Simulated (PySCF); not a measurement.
## Calculated NMR parameters of O[C@H]1C=C[SiH2]O/C1=C/Cl

```
Formula                               : C5H7ClO2Si
SMILES                                : O[C@H]1C=C[SiH2]O/C1=C/Cl
Point group of the computed structure : C1
Degrees of unsaturation               : 3
Carbon signals                        : 5
Proton signals                        : 7
```

Mapped SMILES: `[OH:1][C@H:2]1[CH:3]=[CH:4][SiH2:5][O:6]/[C:7]1=[CH:8]/[Cl:9]` (H(Xn): hydrogen on atom n). Ha(Si5) is cis to O1 on the ring; Hb(Si5) is trans to O1 on the ring.

Computational details: geometry from GFN2-xTB, NMR shieldings at PBE0/pcSseg-1/GIAO, in PySCF 2.14 (no solvent model, non-relativistic Hamiltonian, one computed conformer).

δ = σ(ref) − σ, references computed at the same level: ¹H (31.72 ppm), ¹³C (186.93 ppm), ²⁹Si (349.16 ppm) against TMS; H2O for ¹⁷O (336.08 ppm).

```tsv
carbon	δC, type	δH (multiplicity)	HMBC from (2–3 bonds)	span of the C tensor (ppm)
C2	66.2, CH	5.71 (m)	H(C3), H(C4), H(C8)	56
C3	158.9, CH	7.66 (m)	H(C4), H(C2), Ha(Si5), Hb(Si5)	254
C4	141.7, CH	6.60 (m)	H(C3), H(C2), Ha(Si5), Hb(Si5)	250
C7	158.9, C	–	H(C3), H(C8), H(C2), Ha(Si5), Hb(Si5)	178
C8	111.1, CH	5.84 (s)	H(C2)	126
```

Other nuclei:
```json
{"atoms": "Ha(Si5)", "nucleus": "¹H", "environment": "hydrogen on a silicon bonded to C, O, in a 6-membered ring", "δ (ppm)": "5.69", "σ (ppm)": "26.03"}
{"atoms": "Hb(Si5)", "nucleus": "¹H", "environment": "hydrogen on a silicon bonded to C, O, in a 6-membered ring", "δ (ppm)": "5.02", "σ (ppm)": "26.70"}
{"atoms": "H(O1)", "nucleus": "¹H", "environment": "hydrogen on an alcohol oxygen", "δ (ppm)": "0.71", "σ (ppm)": "31.01"}
{"atoms": "Si5", "nucleus": "²⁹Si", "environment": "silicon bonded to C, O, 2 H, in a 6-membered ring", "δ (ppm)": "-29.6", "σ (ppm)": "378.8"}
{"atoms": "O6", "nucleus": "¹⁷O", "environment": "oxygen bonded to C, Si, in a 6-membered ring", "δ (ppm)": "83.6", "σ (ppm)": "252.4"}
{"atoms": "O1", "nucleus": "¹⁷O", "environment": "alcohol oxygen", "δ (ppm)": "77.8", "σ (ppm)": "258.3"}
```

Carbon types of the structure: 1 × C, 4 × CH, leaving 3 H on heteroatoms. δC 158.9, 141.7: alkene CH; as expected for a trigonal carbon in a double bond. δC 158.9: alkene carbon bearing oxygen; an sp2 carbon further deshielded by the attached heteroatom. δC 111.1: β carbon of an enol-ether or enamine type C=C; the O or N lone pair pushes π density onto this β carbon and shields it. δC 66.2: allylic sp3 CH bonded to O; deshielded by the electronegative neighbour. δH 5.84: hydrogen on a β carbon of an enol-ether or enamine type C=C; a vinylic proton, deshielded by the sp2 carbon and the C=C anisotropy.

Exchangeable OH/NH protons stand at their gas-phase positions; hydrogen bonding in a real sample shifts them, mostly to higher δ. Carbons that carry Cl, above all several Cl atoms, come out too deshielded, partly because spin–orbit coupling is missing. Shifts are as computed. Against solution values, carbons near 30 ppm lie about +3 ppm off and those near 130 ppm about +5 ppm; carbons on Cl a further +6 ppm. Of 1211 compounds with measured shifts, 218 miss one by over three times the rms of a fit or turn the order of signals round; such compounds aren't used in these exercises. Experimental scales use liquid or dissolved standards, which lie at an offset from isolated H2O (liquid H2O: subtract about 36 ppm). Multiplicities follow the n + 1 count of equivalent neighbours, as no J values were calculated; m marks all less simple cases, F and P coupling included.
